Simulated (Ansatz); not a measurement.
Cost and result for the atomization energy of `N[SiH2][SeH]` (8 atoms, 7 bonds).

```xyz
8

N    -1.0638   -0.5025   -0.6769
Si   -0.1845    0.4072    0.4750
Se    2.0113    0.8819    0.0167
H    -1.1499   -0.1715   -1.6251
H    -1.0136   -1.5084   -0.6514
H    -0.2643   -0.3506    1.7460
H    -0.7671    1.7652    0.5897
H     2.4319   -0.5213    0.1259
```

The species carries charge 0 and has multiplicity 1. Correlated methods include outer-core shells of Se, which these sets cover unevenly. Scalar relativity is left out up to krypton. The geometry is a stationary point of PBE0-D4/def2-TZVP. It is one conformer, not always the lowest. Program: Ansatz. All runs use 2 threads of an Arm Neoverse V1 on a shared host. Times are those of one run each, without the atoms' runs, and a repeat can differ threefold. Electronic energies, without spin–orbit coupling; frozen cores. CCSD(T)/CBS adds CCSD(T) − MP2 in def2-TZVPP to the MP2 limit, and its time is that of the two runs behind it. T1 = 0.009. With those shells the extrapolation isn't a true limit. HSE06 is the plane-wave form, built on full-range PBE exchange.

CCSD(T)/CBS is a level of theory with its own doubt, some kJ/mol a heavy atom from the limit and from the frozen cores, so smaller differences don't rank the functionals.

```json
{"level": "BLYP-D4/def2-TZVPP", "functions": "191", "wall time": "2.3 s", "atomization (kJ/mol)": "2443.7", "difference from CCSD(T)/CBS": "-19.4", "per bond": "-2.8"}
{"level": "revPBE-D4/def2-TZVPP", "functions": "191", "wall time": "2.4 s", "atomization (kJ/mol)": "2408.3", "difference from CCSD(T)/CBS": "-54.8", "per bond": "-7.8"}
{"level": "BHLYP-D4/def2-TZVPP", "functions": "191", "wall time": "3.8 s", "atomization (kJ/mol)": "2394.1", "difference from CCSD(T)/CBS": "-69.0", "per bond": "-9.9"}
{"level": "CCSD(T)/def2-SVP", "functions": "89", "wall time": "4.1 s", "atomization (kJ/mol)": "2238.7", "difference from CCSD(T)/CBS": "-224.4", "per bond": "-32.1"}
{"level": "HSE06-D4/def2-TZVPP", "functions": "191", "wall time": "4.1 s", "atomization (kJ/mol)": "2427.8", "difference from CCSD(T)/CBS": "-35.3", "per bond": "-5.0"}
{"level": "r2SCAN-D4/def2-TZVPP (with forces)", "functions": "191", "wall time": "6.5 s", "atomization (kJ/mol)": "2442.1", "difference from CCSD(T)/CBS": "-21.0", "per bond": "-3.0"}
{"level": "r2SCANh-D4/def2-TZVPP", "functions": "191", "wall time": "6.5 s", "atomization (kJ/mol)": "2428.5", "difference from CCSD(T)/CBS": "-34.6", "per bond": "-4.9"}
{"level": "PBE-QIDH/def2-TZVPP", "functions": "191", "wall time": "6.5 s", "atomization (kJ/mol)": "2409.4", "difference from CCSD(T)/CBS": "-53.7", "per bond": "-7.7"}
{"level": "B97M-V/def2-TZVPP", "functions": "191", "wall time": "11 s", "atomization (kJ/mol)": "2449.4", "difference from CCSD(T)/CBS": "-13.7", "per bond": "-2.0"}
{"level": "ωB97M-V/def2-TZVPP (with forces)", "functions": "191", "wall time": "13 s", "atomization (kJ/mol)": "2452.6", "difference from CCSD(T)/CBS": "-10.5", "per bond": "-1.5"}
{"level": "MP2/def2-QZVPP", "functions": "366", "wall time": "23 s", "atomization (kJ/mol)": "2432.2", "difference from CCSD(T)/CBS": "-30.9", "per bond": "-4.4"}
{"level": "CCSD(T)/def2-TZVPP", "functions": "191", "wall time": "86 s", "atomization (kJ/mol)": "2378.2", "difference from CCSD(T)/CBS": "-84.9", "per bond": "-12.1"}
{"level": "CCSD(T)/CBS(def2)", "functions": "–", "wall time": "110 s", "atomization (kJ/mol)": "2463.1", "difference from CCSD(T)/CBS": "0.0", "per bond": "0.0"}
```

In def2-TZVPP, CCSD(T) changes the Hartree–Fock value by +663.6 kJ/mol (the triples alone add +33.2 kJ/mol) and MP2 by +667.2 kJ/mol; breaking electron pairs costs correlation energy, which Hartree–Fock lacks. From BLYP to BHLYP (50 % exact exchange), in def2-TZVPP and without D4, the atomization energy moves by −36.6 kJ/mol: exact exchange takes away binding that semilocal exchange gives to molecules. The D4 term adds +25.3 kJ/mol with B3LYP and +13.1 kJ/mol with PBE0; it sums over pairs of atoms, weighted by their polarisabilities, and B3LYP, whose exchange is more repulsive, gets the larger term.

B3LYP here is the variant with VWN-RPA as its local correlation; programs differ in this.
